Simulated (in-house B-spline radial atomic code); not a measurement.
**The iodine ion I⁺: [Kr] 4d10 5s1 5p4 5d1 (an excited or competing configuration)**

Computed with a radial B-spline atomic code at the basis-set limit: Dirac-Hartree-Fock, average of configuration, Fermi nucleus of rms radius 4.75 fm.

Z_r = [3n² - l(l+1)]/(2<r>); Z_e = n√(-2ε); the last column is Slater's effective charge. Values are occupation-weighted means over j. An effective charge above Z reflects the relativistic contraction of the inner shells.

| shell | electrons | ε (eV) | <r> (bohr) | Z_r | Z_e | Slater |
| --- | --- | --- | --- | --- | --- | --- |
| 1s | 2 | -33376 | 0.02722 | 55.11 | 49.53 | 52.70 |
| 2s | 2 | -5267.4 | 0.1166 | 51.46 | 39.35 | 48.85 |
| 2p | 6 | -4729 | 0.1023 | 48.86 | 37.29 | 48.85 |
| 3s | 2 | -1117.5 | 0.3123 | 43.23 | 27.19 | 41.75 |
| 3p | 6 | -937.93 | 0.3105 | 40.26 | 24.91 | 41.75 |
| 3d | 10 | -665.97 | 0.2877 | 36.50 | 20.99 | 31.85 |
| 4s | 2 | -225.68 | 0.7416 | 32.36 | 16.29 | 25.25 |
| 4p | 6 | -166.78 | 0.7918 | 29.05 | 14.00 | 25.25 |
| 4d | 10 | -77.23 | 0.9145 | 22.96 | 9.53 | 13.85 |
| 5s | 1 | -36.552 | 1.909 | 19.64 | 8.20 | 8.30 |
| 5p | 4 | -21.906 | 2.268 | 16.09 | 6.34 | 8.30 |
| 5d | 1 | -7.5716 | 4.003 | 8.62 | 3.73 | 2.00 |

The least bound orbital is 5d5/2 at -7.558 eV, and it is also the most diffuse (<r> = 4.017 bohr).

Spin-orbit splittings of the orbital energies (j = l + 1/2 above j = l - 1/2 when positive): 2p 299.9 eV, 3p 57.97 eV, 3d 12.01 eV, 4p 11.4 eV, 4d 1.837 eV, 5p 1.299 eV, 5d 0.03463 eV.

For the 1s electron the small component carries 3.81 % of the norm, the zero-frequency Breit interaction raises the level by 81.77 eV, self-energy by 46.84 eV, and vacuum polarisation lowers it by 6.463 eV.
